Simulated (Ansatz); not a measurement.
The cluster Au₄⁻. Total charge -1; doublet. Geometry PBE0-D4/def2-SVPD; atoms count from 1.

```xyz
4

Au   -1.2345    1.2080    1.5614
Au    1.2349   -1.2079   -1.5612
Au   -0.3519   -1.1976    0.6482
Au    0.3516    1.1974   -0.6484
```

In the def2 sets Au takes a core potential; there is no spin–orbit coupling. No other spin state of charge -1 was run. Another isomer (doublet) lies 0.05 eV lower at PBE0-D4/def2-TZVPD; other spin states weren't run for this one.

Question: Estimate the Mulliken populations from the PBE0/def2-TZVPD orbitals of Ansatz.

Answer: 
```
atom  charge (e)  spin (α − β)  d electrons
 Au1       -0.31          0.05         9.87
 Au2       -0.31          0.05         9.87
 Au3       -0.19          0.45         9.83
 Au4       -0.19          0.45         9.83
```
Mulliken values and Mayer orders depend strongly on the basis. With diffuse functions, as here, like atoms can get unlike values, and bond orders can come out too low or too high.

Question: Where does the spin sit?

Answer: Summed by element: Au 1.00, of 1 unpaired in all. Largest on single atoms: Au3 0.45, Au4 0.45, Au2 0.05.

Question: And the Mayer bond orders between bonded heavy atoms (over 0.3)?

Answer: Au1–Au3 0.59 (2.72 Å); Au1–Au4 0.59 (2.72 Å); Au2–Au3 0.59 (2.72 Å); Au2–Au4 0.59 (2.72 Å); Au3–Au4 0.47 (2.81 Å).
